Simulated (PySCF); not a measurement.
Species: C₆H₁₃NO₂Si.
SMILES with atom numbers: `[CH3:1][CH2:2][C@@:3]1(/[CH:4]=[N:5]/[CH3:6])[CH2:7][O:8][SiH2:9][O:10]1`

NICS is the negative of the GIAO shielding at a point without a nucleus: at the ring centre (0) and 1 Å above and below it (1); zz is the component along the ring normal. Level: GIAO PBE0/pcSseg-1 (PySCF, non-relativistic, gas phase) on the GFN2-xTB geometry, one conformer.

Ring bond lengths (Å), with Mayer bond orders in brackets: C3–C7 1.552 (1.00), C7–O8 1.396 (0.88), O8–Si9 1.638 (0.99), Si9–O10 1.635 (0.97), O10–C3 1.409 (0.83).

Problem. Give the NICS values of each ring in ppm.

Solution. 
| ring | type | NICS(0) | NICS(1), two faces | NICS(1)zz, two faces | rms pucker (Å) | centre to ring atoms, mean (Å) |
| --- | --- | --- | --- | --- | --- | --- |
| C3–C7–O8–Si9–O10 | 5-membered ring with 2 O and Si; formal bonds all single | -7.4 | -2.4 / -2.8 | -4.3 / -4.8 | 0.09 | 1.29 |

Problem. What can be read from them?

Solution. 
- C3–C7–O8–Si9–O10: mean NICS(1)zz -4.5 ppm, shielded. C3, C7, Si9 have four or more neighbours, so the value isn't read as a sign of a π ring current.

Problem. At the first NICS(1) probe listed for ring C3–C7–O8–Si9–O10, 1 Å off the ring, what do the in-plane components average?

Solution. The isotropic value is a third of the trace: (3 × -2.4 − (-4.3))/2 = -1.4 ppm.

Problem. List the ring angles and the Hirshfeld charges of the ring atoms.

Solution. 
- C3–C7–O8–Si9–O10: C3 106.6° (+0.080 e), C7 108.3° (-0.003 e), O8 111.8° (-0.246 e), Si9 96.7° (+0.465 e), O10 112.2° (-0.228 e); sum 535.6° against 540° for a flat convex ring.

Problem. What are the shieldings of the ring atoms and their hydrogens in the same run (means over atoms taken as equivalent)?

Solution. 
| atoms | environment | σ isotropic (ppm) |
| --- | --- | --- |
| C3 | sp3 carbon bound to oxygen | 102.7 |
| C7 | sp3 carbon bound to oxygen | 107.5 |
| O8 | silyl ether oxygen | 297.0 |
| Si9 | oxygen-bound silicon | 352.2 |
| O10 | silyl ether oxygen | 268.7 |
| H on C7 | methylene hydrogen | 26.90 |
| H on C7 | methylene hydrogen | 27.88 |
| H on Si9 | Si–H hydrogen | 26.66 |
| H on Si9 | Si–H hydrogen | 26.62 |
